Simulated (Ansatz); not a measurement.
One change: `C[SiH2]S[SiH2]F` becomes `F[SiH2][S][GeH3]`.

Ansatz, PBE0-D4/def2-TZVP geometries, multiplicity 1. Each molecule was computed in one conformer, which needn't be the lowest.

Scalar relativity is left out up to krypton.

| property | `C[SiH2]S[SiH2]F` |
| --- | --- |
| HOMO energy (PBE/def2-TZVPP) / eV | -6.55 |
| zero-point energy (PBE0-D4/def2-TZVP) / kJ/mol | 201.7 |
| size of the dipole moment (B3LYP/def2-TZVPP) / D | 0.97 |
| HOMO–LUMO gap (ωB97M-V/def2-TZVPP) / eV | 11.70 |
| HOMO energy (B3LYP/def2-TZVPP) / eV | -7.49 |
| HOMO–LUMO gap (PBE0/def2-TZVPP) / eV | 7.76 |

Question: What does the change do to each property? (An estimate is asked.)

Answer: Computed: 
```
                                        property  `F[SiH2][S][GeH3]`  shift
               HOMO energy (PBE/def2-TZVPP) / eV               -6.56  -0.01
  zero-point energy (PBE0-D4/def2-TZVP) / kJ/mol               121.0  -80.7
size of the dipole moment (B3LYP/def2-TZVPP) / D                1.41   0.44
         HOMO–LUMO gap (ωB97M-V/def2-TZVPP) / eV               11.39  -0.31
             HOMO energy (B3LYP/def2-TZVPP) / eV               -7.50  -0.01
            HOMO–LUMO gap (PBE0/def2-TZVPP) / eV                7.38  -0.38
```

The zero-point energy changes by -80.7 kJ/mol with -9 modes. Dipoles are sizes alone; their direction can turn.

Positive LUMOs are unbound, so they and the gaps depend on the basis.

B3LYP here is the variant with VWN-RPA as its local correlation; programs differ in this.
